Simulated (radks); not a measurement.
The numbers below are computed, except where a source is named.
Spherical quantum dot in the effective-mass picture: electrons in a well V = -V0 / (1 + exp((r - R)/a)) with V0 = 2.54, R = 9.07, a = 0.47, with a point charge +2 (a donor) at the centre, all in effective atomic units (hartree* = m*/eps^2 hartree, bohr* = eps/m* bohr), one dielectric constant everywhere. Level of theory: non-relativistic Kohn-Sham, LDA (Slater exchange, Perdew-Wang correlation), spin-polarised, spherical densities (a radial shooting solver with Libxc functionals). Levels are named by radial order and angular momentum (1s, 1p, 1d, 2s, ...), and open shells are averaged over m. Results are scaled to m* = 0.409 and eps = 13.7, for which hartree* = 59.3 meV and bohr* = 1.773 nm.

N = 11, configuration 1s2 1p6 1d(up 1, down 0) 2s2. This is the lowest configuration that the search found. Occupied and some empty levels:

| level | occupation | eigenvalue (meV) | <r> (nm) |
|---|---|---|---|
| 1s down | 1 | -94.254 | 1.739 |
| 1s up | 1 | -94.253 | 1.741 |
| 2s up | 1 | -74.866 | 10.82 |
| 2s down | 1 | -74.481 | 10.81 |
| 1p up | 3 | -73.185 | 11.00 |
| 1p down | 3 | -72.795 | 10.99 |
| 1d up | 1 | -69.764 | 11.40 |
| 1d down | 0 | -69.364 | 11.39 |
| 1f up | 0 | -65.125 | 11.73 |
| 1f down | 0 | -64.721 | 11.73 |
| 1g up | 0 | -59.379 | 12.02 |
| 1g down | 0 | -58.977 | 12.03 |
| 2p up | 0 | -55.894 | 8.330 |
| 2p down | 0 | -55.691 | 8.312 |

Energy (meV): total -1457.07, kinetic 227.77, external -2200.2, Hartree 653.56, exchange-correlation -138.21.
